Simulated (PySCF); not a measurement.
Ge(H)3(OAc) (C2H6GeO2), SMILES CC(=O)[O][GeH3].

The structure is a stationary point at B3LYP-D3(BJ)/def2-SVP.

Two levels are set side by side: PBE/def2-TZVP (PySCF) and M06-2X/def2-TZVP (PySCF). Same geometry, gas phase. Differences are taken from unrounded values.

| quantity | M06-2X |
|---|---|
| orbital gap (eV) | 10.63 |
| highest occupied level (eV) | -9.71 |
| lowest empty level (eV) | 0.92 |
| dipole moment (D) | 1.63 |
| mean polarisability (bohr³) | 58.7 |

Q: What does PBE give, and how far is it from M06-2X? (Estimate from the structure and the level; the computed values follow.)

A: 
```csv
quantity,PBE,PBE minus M06-2X
orbital gap (eV),5.42,-5.22
highest occupied level (eV),-6.32,3.39
lowest empty level (eV),-0.90,-1.83
dipole moment (D),1.56,-0.06
mean polarisability (bohr³),62.9,4.1
```

PBE's occupied levels lie high since its potential decays too fast outside the molecule; exact exchange lowers them and widens the gap. Loosely held outer electrons make PBE densities more polarisable. Differences between two approximate levels are no errors against the true value.

Rough cost on one machine, each run with all the roots and properties that it gave: M06-2X against PBE about 3 times.
